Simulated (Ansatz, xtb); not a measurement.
# C4H10AlNSi: which of two isomers lies lower

We compare X, `[CH3][AlH][N]1C=C[SiH2]C1`, a singlet, with Y, `[AlH2][N]1C=C[SiH2]CC1`, a singlet. Both are isolated molecules in the gas phase, relaxed with r2SCAN-D4/def2-SVP; the shapes shown needn't be the lowest conformers.

X (Å):

```json
{"atom": "C", "x (Å)": "-2.9287", "y (Å)": "1.1264", "z (Å)": "-0.2110"}
{"atom": "C", "x (Å)": "0.5313", "y (Å)": "-0.9680", "z (Å)": "1.8116"}
{"atom": "C", "x (Å)": "1.7853", "y (Å)": "-1.3960", "z (Å)": "1.4945"}
{"atom": "C", "x (Å)": "0.3514", "y (Å)": "-0.1871", "z (Å)": "-0.4446"}
{"atom": "Al", "x (Å)": "-1.9651", "y (Å)": "0.2619", "z (Å)": "1.2450"}
{"atom": "N", "x (Å)": "-0.2869", "y (Å)": "-0.3350", "z (Å)": "0.8891"}
{"atom": "Si", "x (Å)": "2.0981", "y (Å)": "-0.9719", "z (Å)": "-0.2730"}
{"atom": "H", "x (Å)": "-3.0326", "y (Å)": "0.4541", "z (Å)": "-1.0811"}
{"atom": "H", "x (Å)": "-2.3892", "y (Å)": "2.0180", "z (Å)": "-0.5770"}
{"atom": "H", "x (Å)": "-3.9419", "y (Å)": "1.4517", "z (Å)": "0.0749"}
{"atom": "H", "x (Å)": "-2.4760", "y (Å)": "0.0135", "z (Å)": "2.7257"}
{"atom": "H", "x (Å)": "0.0910", "y (Å)": "-1.0960", "z (Å)": "2.8112"}
{"atom": "H", "x (Å)": "2.4033", "y (Å)": "-1.8911", "z (Å)": "2.2454"}
{"atom": "H", "x (Å)": "2.3090", "y (Å)": "-2.1180", "z (Å)": "-1.2166"}
{"atom": "H", "x (Å)": "3.2001", "y (Å)": "0.0067", "z (Å)": "-0.5494"}
{"atom": "H", "x (Å)": "-0.2531", "y (Å)": "-0.6914", "z (Å)": "-1.2191"}
{"atom": "H", "x (Å)": "0.4034", "y (Å)": "0.8781", "z (Å)": "-0.7311"}
```

Y (Å):

```yaml
atoms:
  - { symbol: C, position_ang: [-1.5643, -0.4780, 0.8905] }
  - { symbol: C, position_ang: [-1.0390, -0.1388, 2.0991] }
  - { symbol: C, position_ang: [1.3850, -0.0728, 0.5158] }
  - { symbol: C, position_ang: [0.2887, 0.3909, -0.4525] }
  - { symbol: Al, position_ang: [-1.7297, -1.1008, -1.8328] }
  - { symbol: N, position_ang: [-0.9643, -0.3711, -0.3589] }
  - { symbol: Si, position_ang: [0.7638, 0.2494, 2.2731] }
  - { symbol: H, position_ang: [-0.9350, -0.9435, -3.1919] }
  - { symbol: H, position_ang: [-3.1258, -1.8174, -1.6304] }
  - { symbol: H, position_ang: [-2.5835, -0.8913, 0.8400] }
  - { symbol: H, position_ang: [-1.7015, -0.2750, 2.9607] }
  - { symbol: H, position_ang: [1.4289, -0.6447, 3.2743] }
  - { symbol: H, position_ang: [1.0582, 1.6609, 2.6896] }
  - { symbol: H, position_ang: [1.5844, -1.1497, 0.3709] }
  - { symbol: H, position_ang: [2.3231, 0.4627, 0.2955] }
  - { symbol: H, position_ang: [0.6382, 0.3331, -1.4978] }
  - { symbol: H, position_ang: [0.0595, 1.4590, -0.2547] }
```

Quicker runs give these differences E(Y) − E(X): GFN2-xTB −13.5 kcal/mol; HF/STO-3G +10.1 kcal/mol (at GFN2-xTB geometries); r2SCAN-D4/def2-SVP//GFN2-xTB +5.4 kcal/mol.

Q: Estimate E(Y) − E(X) at the level CCSD(T)/def2-SVP + ΔMP2/def2-TZVPP.

A: Calculated at CCSD(T)/def2-SVP + ΔMP2/def2-TZVPP: E(Y) − E(X) = +5.3 kcal/mol, so structure X lies lower.

The same difference at several levels:

```csv
level,geometry,E(Y) − E(X) (kcal/mol),departure from the last row (kcal/mol),"job, with rough time for the two"
GFN2-xTB,GFN2-xTB,−13.5,−18.7,"optimisation, 0.21 s"
HF/STO-3G,GFN2-xTB,+10.1,+4.8,"single point, 0.38 s"
r2SCAN-D4/def2-SVP//GFN2-xTB,GFN2-xTB,+5.4,+0.1,"single point, 2.7 s"
r2SCAN-D4/def2-SVP,r2SCAN-D4/def2-SVP,+5.1,−0.2,"optimisation, 25 s"
HF/def2-SVP,r2SCAN-D4/def2-SVP,+3.9,−1.4,part of the CCSD(T) run
MP2/def2-SVP,r2SCAN-D4/def2-SVP,+3.1,−2.1,part of the CCSD(T) run
CCSD(T)/def2-SVP,r2SCAN-D4/def2-SVP,+2.7,−2.6,single point
CCSD(T)/def2-SVP + ΔMP2/def2-TZVPP,r2SCAN-D4/def2-SVP,+5.3,,"single point, 38 s"
```

As drawn, Y has 1 C–C, 1 Al–H in place of 1 C–Al, 1 C–H. Structure X has a 5-membered ring, Y a 6-membered ring.

GFN2-xTB puts the two in the other order. The largest departure from CCSD(T)/def2-SVP + ΔMP2/def2-TZVPP is that of GFN2-xTB, 18.7 kcal/mol. The last row adds to CCSD(T) the change of the MP2 difference between the two basis sets, here +2.6 kcal/mol.

With thermal terms from frequencies at re-optimised GFN2-xTB minima (ideal gas, soft modes damped towards free rotors, one conformer each, 298.15 K, 1 atm): on the last row, ΔE + ΔZPE = +5.7, ΔH = +5.0, ΔG = +6.7 kcal/mol.

The correlated steps freeze 15 core orbitals. Programs: Ansatz 0.2.0, xtb 6.7.1; the last row on 4 threads of Intel(R) Xeon(R) 6975P-C (Granite Rapids) on a shared host.
